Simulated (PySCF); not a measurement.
Gas-phase equilibrium of 1 mol HCl, 20 mol O2 at 2500 K and 0.00100 bar, among 14 species (ClO, O2, HCl, O, HO2, H2O, H, HOCl, H2O2, O3, H2, Cl, Cl2, OH). Only gases are allowed; each row takes one source of thermochemistry for all species, and Cantera finds the minimum.

Computed with PySCF and rigid-rotor harmonic-oscillator thermochemistry at 1 bar. 'Table' is the NASA 1993 thermochemical table (part measured, part estimated). † marks an energy on the PBE0/def2-TZVP geometry and frequencies. Open shells (unrestricted) among the columns below: O2 (multiplicity 3), O (multiplicity 3, electronic degeneracy 9), H (multiplicity 2), Cl (multiplicity 2, electronic degeneracy 6), OH (multiplicity 2, electronic degeneracy 4); the rest are closed-shell singlets. Spin-orbit splitting is ignored; it lowers the true energy and changes the entropy of O, Cl, OH. The harmonic model lacks anharmonicity and excited electronic states, which grow with temperature; levels with a mode under 35 cm⁻¹ are left out. The table's entry may be an old estimate for OH (not checked at source).

Molecules larger than those listed are left out.

Mole fractions:

```tsv
thermochemistry	x O2	x O	x Cl	x H	x HCl	x OH	x H2O	x H2
table	0.58	0.35	0.037	0.017	0.0014	0.015	0.0019	0.00048
BLYP/def2-TZVP†	0.81	0.11	0.042	0.030	0.0013	0.0089	0.00067	0.0012
PBE/def2-TZVP†	0.87	0.046	0.042	0.035	0.0023	0.0049	0.00059	0.00065
PBE0/def2-SVP†	0.70	0.22	0.040	0.032	0.0010	0.0061	0.00028	0.00035
LDA/def2-TZVP†	0.93	0.0020	0.032	0.019	0.015	0.0020	0.0046	0.00100
ωB97X-V/def2-TZVP†	0.69	0.23	0.039	0.026	0.0015	0.011	0.00073	0.00064
```
The most sensitive of these is O: it spans a factor of 10^2.2 over these rows; at this temperature one factor of ten is RT ln 10 = 48 kJ/mol.
